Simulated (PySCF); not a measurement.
Harmonic spectrum computed at B3LYP in the def2-TZVP basis family (core potentials from Rb on, PySCF, no spin–orbit coupling):

```tsv
symmetry	ω (cm⁻¹)	IR (km/mol)
a1	162	1.2
b2	230	13.6
a1	350	26.8
a2	352	0.0
b1	389	10.9
a1	557	1.7
b1	609	355
b2	704	113
a1	727	58.0
```

Q: Which molecule gave it? In each, all ligands are bound to the one heavy central atom.
A. SF₄ (singlet)
B. SiF₄ (singlet)
C. SeF₄ (singlet)
D. GeF₄ (singlet)

A: C. It has C2v symmetry with Se–F 1.706 Å (×2), Se–F 1.793 Å (×2).
